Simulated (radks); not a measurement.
Pd43+, 3 electrons, occupied as [He] 2s1.

All-electron calculation, non-relativistic Kohn-Sham, PBE, spin-polarised, spherical densities, point nucleus; open shells are filled with parallel spins first (spin-orbit coupling, left out, can overturn this in heavy ions); relativity is left out, which matters for an element this heavy. Program: a radial shooting solver on a logarithmic mesh with Libxc functionals.

Energy parts (eV):
total: -63495.221
kinetic: 63493.607
electron-nucleus: -128260.396
Hartree: 2154.074
exchange-correlation: -882.506

Orbitals (lengths in bohr, moments of r in powers of bohr; <r^-3> diverges for s and p1/2; r(max) is where P^2 peaks; r(90%) holds 90 % of the orbital's charge):
orbital  occ.  eigenvalue (eV)      <r>  <r^-3>  r(90%)   r(max)
1s up       1        -27478.90  0.03292       -  0.0585  0.02186
1s down     1        -27465.91  0.03292       -  0.0585  0.02186
2s up       1        -6639.249   0.1340       -   0.204   0.1165
2p up       0        -6551.626   0.1129    3675   0.181  0.09026
3s up       0        -2900.694   0.3039       -   0.438   0.2936

The highest occupied level is 2s up at -6639.2 eV. Virial ratio -V/T = 2.00003. The electron density at the nucleus is 6.47e+04 e/bohr^3. The spin density at the nucleus is 3650 e/bohr^3 (1s 6, 2s 3644). Spin moment in Bohr magnetons: 1. Summed over all electrons, <r^2> = 0.02385 bohr^2, which gives a Langevin (diamagnetic) susceptibility term of -0.0189 x 10^-6 cm^3/mol. The density falls to 0.001 e/bohr^3 at r = 0.44 bohr. For comparison, the ionisation energy in NIST's Atomic Spectra Database is 6943.1 eV (theoretical). In exact Kohn-Sham theory the highest level is minus the ionisation energy, but local and semilocal functionals leave it too shallow, through self-interaction and a potential that decays too fast; potentials with the right tail come closer.
